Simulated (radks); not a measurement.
Effect of the nuclear size on neutral technetium, [Kr] 4d5 5s2. Calculated with a radial shooting solver on a logarithmic mesh with Libxc functionals: Dirac Kohn-Sham, relativistic LDA (MacDonald-Vosko exchange, VWN5 correlation), spin-unpolarised, spherical densities, finite nucleus; open shells fill j = l - 1/2 first; Fermi nuclear charge, rms radius 4.4112 fm. The rms radius is varied about that value; shifts are against it.

rms radius (fm),total energy shift (eV),density at nucleus (e/bohr^3),1s1/2 shift (meV),2s1/2 shift (meV),4s1/2 shift (meV),4p1/2 shift (meV),5s1/2 shift (meV)
3.926,-0.345,1.004e+05,-145,-15.6,-0.459,0.061,-0.027
4.1862,-0.164,9.969e+04,-69.1,-7.46,-0.219,0.029,-0.013
4.4112,0,9.91e+04,0.000,0.000,0.000,0.000,0.000
4.8391,0.334,9.807e+04,140,15.1,0.444,-0.059,0.026
5.4302,0.840,9.679e+04,353,38.1,1.12,-0.149,0.066

Slopes of the eigenvalues against <r^2> in GHz/fm^2, as finite differences over the two radii next to the reference (eigenvalue slopes, not the field-shift constants of lines): 1s1/2 8590, 2s1/2 927, 4s1/2 27.2, 4p1/2 -3.63, 5s1/2 1.60.
